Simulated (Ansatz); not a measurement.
Reaction (ligand exchange at a B–C bond): `C[B-]1(O)OC(C(F)(F)F)=CC(C(F)(F)F)=[O+]1` + HCl → `O[B-]1(Cl)OC(C(F)(F)F)=CC(C(F)(F)F)=[O+]1` + CH₄

Program: Ansatz. Geometries: PBE0-D4/def2-TZVP. ΔE: electronic, gas phase. CCSD(T)/CBS adds triple-zeta CCSD(T) − MP2 to the extrapolated MP2 energy (def2 sets, frozen cores). This one scheme is used for every species. DFT in def2-TZVPP. B3LYP here is the variant with VWN-RPA as its local correlation; programs differ in this. Each species was taken in one conformer, which may not be the lowest.

`C[B-]1(O)OC(C(F)(F)F)=CC(C(F)(F)F)=[O+]1`:

Cartesian coordinates in Å:
```
C 1.919 -0.091 1.564
B 1.528 -0.555 0.106
O 2.492 -1.239 -0.613
O 1.043 0.709 -0.725
C -0.147 1.118 -0.688
C -0.365 2.468 -1.375
F -0.127 2.353 -2.679
F -1.615 2.897 -1.213
F 0.459 3.378 -0.873
C -1.213 0.412 -0.153
C -0.943 -0.909 0.171
C -2.077 -1.891 0.473
F -1.855 -2.510 1.625
F -2.151 -2.803 -0.493
F -3.251 -1.267 0.550
O 0.203 -1.429 0.181
H 1.116 0.443 2.080
H 2.190 -0.956 2.175
H 2.789 0.570 1.528
H 2.220 -1.504 -1.493
H -2.214 0.807 -0.148
```

HCl:

```xyz
2

Cl   -0.205    0.591    0.131
H     0.205   -0.591   -0.131
```

`O[B-]1(Cl)OC(C(F)(F)F)=CC(C(F)(F)F)=[O+]1`:

Z-matrix (Å, degrees):
```
B
Cl 1 1.835
O 1 1.534 2 106.8
O 1 1.534 2 106.8 3 -112.6
O 1 1.375 2 117.6 3 123.7
C 3 1.263 1 122.4 2 -90.5
C 4 1.263 1 122.5 2 90.6
H 5 0.957 1 113.3 2 0.2
C 6 1.529 3 113.8 1 172.6
C 6 1.383 3 124.6 1 -9.9
C 7 1.529 4 113.8 1 -172.6
F 9 1.326 6 110.0 3 -58.1
F 9 1.331 6 111.0 3 -178.3
F 9 1.328 6 109.9 3 61.7
H 10 1.076 6 122.2 3 -179.8
F 11 1.326 7 110.1 4 57.8
F 11 1.331 7 111.0 4 178.0
F 11 1.328 7 109.9 4 -62.0
```

CH₄:

Cartesian coordinates in Å:
```
C 0.000 0.000 0.000
H -0.380 -0.513 0.883
H 0.095 1.065 0.212
H -0.690 -0.145 -0.831
H 0.976 -0.406 -0.264
```

| level | ΔE (kcal/mol) | difference from CCSD(T)/CBS |
| --- | --- | --- |
| PBE-D4 | -23.0 | -0.9 |
| B97M-V | -24.0 | -1.9 |
| PBE0-D4 | -23.2 | -1.1 |
| B3LYP-D4 | -23.4 | -1.3 |
| r2SCANh-D4 | -23.9 | -1.8 |
| CAM-B3LYP-D4 | -22.9 | -0.8 |
| B2PLYP | -23.1 | -1.0 |
| r2SCAN | -24.0 | -1.9 |
| PBE0 | -23.2 | -1.1 |
| CAM-B3LYP | -22.9 | -0.8 |
| CCSD/def2-SVP | -23.4 | -1.3 |
| CCSD(T)/def2-SVP | -23.3 | -1.2 |
| SCS-MP2/def2-TZVPP | -22.4 | -0.3 |
| CCSD/def2-TZVPP | -21.6 | 0.5 |
| SCS-MP2/def2-QZVPP | -22.7 | -0.6 |
| MP2/CBS(def2) | -23.2 | -1.1 |
| CCSD(T)/CBS | -22.1 | 0 |

Largest T1 diagnostic among the species: 0.015.

Leaving LDA and LC-ωPBE aside and taking each functional with its dispersion term where it has one, the values, not all of them listed here, spread over 1.3 kcal/mol, from B97M-V to ωB97X-V. In def2-TZVPP, CCSD(T) changes the Hartree–Fock value by +2.8 kcal/mol (the triples alone add −0.0 kcal/mol) and MP2 by +1.7 kcal/mol.
